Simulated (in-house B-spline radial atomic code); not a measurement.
The outermost shell (largest non-relativistic mean radius) with and without relativity; Dirac values are averaged over j. Computed with an all-electron radial atomic-structure program (B-spline basis): non-relativistic Hartree-Fock and Dirac-Hartree-Fock, averages of the configuration (point nuclei without relativity, finite nuclei with it).

| ion | configuration | outermost shell | radius non-relativistic (bohr) | radius Dirac (bohr) | radius change (%) | level non-relativistic (eV) | level Dirac (eV) |
| --- | --- | --- | --- | --- | --- | --- | --- |
| Pr+ | [Xe] 4f3 6s1 | 6s | 4.5007 | 4.3134 | -4.1616 | -9.466 | -9.8834 |
| Nd+ | [Xe] 4f4 6s1 | 6s | 4.4474 | 4.2524 | -4.3836 | -9.578 | -10.023 |
| Pm+ | [Xe] 4f5 6s1 | 6s | 4.3973 | 4.1949 | -4.603 | -9.685 | -10.159 |
| Sm+ | [Xe] 4f6 6s1 | 6s | 4.35 | 4.1401 | -4.8234 | -9.788 | -10.292 |
| Eu+ | [Xe] 4f7 6s1 | 6s | 4.3049 | 4.0876 | -5.047 | -9.889 | -10.422 |
| Gd+ | [Xe] 4f7 5d1 6s1 | 6s | 4.0893 | 3.8588 | -5.6362 | -10.500 | -11.19 |
| Tb+ | [Xe] 4f9 6s1 | 6s | 4.2204 | 3.9879 | -5.5081 | -10.083 | -10.68 |
| Dy+ | [Xe] 4f10 6s1 | 6s | 4.1806 | 3.9403 | -5.7462 | -10.177 | -10.807 |
| Ho+ | [Xe] 4f11 6s1 | 6s | 4.1422 | 3.8941 | -5.9911 | -10.269 | -10.934 |
| Er+ | [Xe] 4f12 6s1 | 6s | 4.1052 | 3.8489 | -6.242 | -10.360 | -11.061 |
| Tm+ | [Xe] 4f13 6s1 | 6s | 4.0693 | 3.8048 | -6.5001 | -10.449 | -11.188 |
| Yb+ | [Xe] 4f14 6s1 | 6s | 4.0346 | 3.7617 | -6.765 | -10.538 | -11.315 |
| Lu+ | [Xe] 4f14 6s2 | 6s | 3.6551 | 3.4235 | -6.3369 | -11.939 | -12.772 |
| Hf+ | [Xe] 4f14 5d1 6s2 | 6s | 3.5096 | 3.263 | -7.027 | -12.526 | -13.573 |
| Ta+ | [Xe] 4f14 5d3 6s1 | 6s | 3.5421 | 3.229 | -8.8381 | -12.259 | -13.698 |
| W+ | [Xe] 4f14 5d4 6s1 | 6s | 3.434 | 3.1101 | -9.4314 | -12.678 | -14.31 |
